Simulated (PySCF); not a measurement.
Isomers of C4H10GeO, mass 147.994 u with the commonest isotopes. Method: PBE0-D3(BJ)/def2-SVP geometry optimisation, gas phase (PySCF 2.14.0). One conformer each, none proved a minimum here; rigid rotors.

Question: Order these by out-of-plane moment Σ m c² = (Ia + Ib − Ic)/2, largest first.
A. `[CH2:1]=[CH:2][O:3][GeH:4]([CH3:5])[CH3:6]` with C1–C2–O3–Ge4 -5°, C2–O3–Ge4–C5 175°
B. `[CH3:1]/[CH:2]=[CH:3]\[CH2:4][O:5][GeH3:6]` with C2–C3–C4–O5 -139°, C3–C4–O5–Ge6 179°
C. `[CH2:1]=[CH:2][CH2:3][CH2:4][O:5][GeH3:6]` with C1–C2–C3–C4 118°, C2–C3–C4–O5 176°, C3–C4–O5–Ge6 175°
D. `[CH2:1]=[CH:2][C@@H:3]([GeH3:4])[O:5][CH3:6]` with C1–C2–C3–Ge4 103°, C2–C3–O5–C6 70°
E. `[CH3:1][O:2][C@H:3]1[CH2:4][CH2:5][GeH2:6]1` with C1–O2–C3–C4 -179°, O2–C3–C4–C5 91°, C3–C4–C5–Ge6 21°, C4–C5–Ge6–C3 -16°, O2–C3–Ge6–C5 -93°
F. `[CH3:1][O:2][GeH:3]1[CH2:4][CH2:5][CH2:6]1` with C1–O2–Ge3–C4 173°, O2–Ge3–C4–C5 130°, Ge3–C4–C5–C6 -20°, C4–C5–C6–Ge3 20°, O2–Ge3–C6–C5 -125°

Answer: F (28.61 u·Å²), A (26.34 u·Å²), E (24.11 u·Å²), C (15.76 u·Å²), D (14.98 u·Å²), B (11.51 u·Å²).

Question: Order these by rotational constant B, largest first.
A. `[CH3:1][O:2][GeH:3]1[CH2:4][CH2:5][CH2:6]1` with C1–O2–Ge3–C4 173°, O2–Ge3–C4–C5 130°, Ge3–C4–C5–C6 -20°, C4–C5–C6–Ge3 20°, O2–Ge3–C6–C5 -125°
B. `[CH3:1]/[CH:2]=[CH:3]\[CH2:4][O:5][GeH3:6]` with C2–C3–C4–O5 -139°, C3–C4–O5–Ge6 179°
C. `[CH2:1]=[CH:2][C@@H:3]([GeH3:4])[O:5][CH3:6]` with C1–C2–C3–Ge4 103°, C2–C3–O5–C6 70°
D. `[CH2:1]=[CH:2][O:3][GeH:4]([CH3:5])[CH3:6]` with C1–C2–O3–Ge4 -5°, C2–O3–Ge4–C5 175°
E. `[CH2:1]=[CH:2][CH2:3][CH2:4][O:5][GeH3:6]` with C1–C2–C3–C4 118°, C2–C3–C4–O5 176°, C3–C4–O5–Ge6 175°
F. `[CH3:1][O:2][C@H:3]1[CH2:4][CH2:5][GeH2:6]1` with C1–O2–C3–C4 -179°, O2–C3–C4–C5 91°, C3–C4–C5–Ge6 21°, C4–C5–Ge6–C3 -16°, O2–C3–Ge6–C5 -93°

Answer: F (1878 MHz), D (1680 MHz), A (1568 MHz), C (1510 MHz), B (710.6 MHz), E (637.3 MHz).

Question: Order these by radius of gyration √(Σ m r²/M), smallest first.
A. `[CH2:1]=[CH:2][O:3][GeH:4]([CH3:5])[CH3:6]` with C1–C2–O3–Ge4 -5°, C2–O3–Ge4–C5 175°
B. `[CH2:1]=[CH:2][CH2:3][CH2:4][O:5][GeH3:6]` with C1–C2–C3–C4 118°, C2–C3–C4–O5 176°, C3–C4–O5–Ge6 175°
C. `[CH3:1]/[CH:2]=[CH:3]\[CH2:4][O:5][GeH3:6]` with C2–C3–C4–O5 -139°, C3–C4–O5–Ge6 179°
D. `[CH3:1][O:2][C@H:3]1[CH2:4][CH2:5][GeH2:6]1` with C1–O2–C3–C4 -179°, O2–C3–C4–C5 91°, C3–C4–C5–Ge6 21°, C4–C5–Ge6–C3 -16°, O2–C3–Ge6–C5 -93°
E. `[CH2:1]=[CH:2][C@@H:3]([GeH3:4])[O:5][CH3:6]` with C1–C2–C3–Ge4 103°, C2–C3–O5–C6 70°
F. `[CH3:1][O:2][GeH:3]1[CH2:4][CH2:5][CH2:6]1` with C1–O2–Ge3–C4 173°, O2–Ge3–C4–C5 130°, Ge3–C4–C5–C6 -20°, C4–C5–C6–Ge3 20°, O2–Ge3–C6–C5 -125°

Answer: F (1.594 Å), D (1.615 Å), A (1.633 Å), E (1.831 Å), C (2.263 Å), B (2.349 Å).

```
                 SMILES  point group  Ia (u·Å²)  Ib (u·Å²)  Ic (u·Å²)      κ  μa (D)  μb (D)  μc (D)
       C/C=C\C[O][GeH3]           C1      58.06     711.24     746.27  -0.99    0.05    1.12    0.71
 C[O][GeH]1[CH2]C[CH2]1           C1      82.21     322.41     347.39  -0.95    0.30    0.60    0.79
C=C[O][GeH]([CH3])[CH3]           C1     120.26     300.83     368.42  -0.78    1.69    0.88    0.04
    C=C[C@@H]([GeH3])OC           C1     176.15     334.73     480.93  -0.50    1.16    0.51    0.58
  CO[C@H]1C[CH2][GeH2]1           C1     140.83     269.10     361.72  -0.56    0.15    0.45    0.62
         C=CCC[O][GeH3]           C1      39.20     793.01     800.67  -1.00    0.56    0.92    0.33
```
